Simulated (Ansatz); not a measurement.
Consider the formal exchange of groups at the Si–Al bond: `C[SiH](C)[AlH2]` + GeH₄ → `C[SiH](C)[GeH3]` + `[AlH3]`.

Calculated with Ansatz (gas phase, PBE0-D4/def2-TZVP geometries, no zero-point term in ΔE). CCSD(T)/CBS adds triple-zeta CCSD(T) − MP2 to the extrapolated MP2 energy (def2 sets, frozen cores). This one scheme is used for every species. DFT in def2-TZVPP. B3LYP here is the variant with VWN-RPA as its local correlation; programs differ in this. For Ge outer-core shells are correlated without core-valence functions, which leaves a few kJ/mol of doubt a bond. Scalar relativity is left out up to krypton.

| level | ΔE (kJ/mol) | difference from CCSD(T)/CBS |
| --- | --- | --- |
| PBE0-D4 | -17.5 | 5.6 |
| B3LYP-D4 | -22.5 | 0.6 |
| PBE | -13.6 | 9.5 |
| MP2/def2-TZVPP | -26.5 | -3.4 |
| SCS-MP2/def2-TZVPP | -24.3 | -1.2 |
| CCSD(T)/def2-TZVPP | -20.9 | 2.2 |
| HF/def2-QZVPP | -19.0 | 4.1 |
| MP2/def2-QZVPP | -27.5 | -4.4 |
| SCS-MP2/def2-QZVPP | -24.8 | -1.7 |
| HF/CBS(def2) | -19.0 | 4.1 |
| CCSD(T)/CBS | -23.1 | 0 |

Largest T1 diagnostic among the species: 0.012.

The D4 term adds −3.8 kJ/mol with B3LYP and −2.1 kJ/mol with PBE0; it sums over pairs of atoms, weighted by their polarisabilities, and B3LYP, whose exchange is more repulsive, gets the larger term.
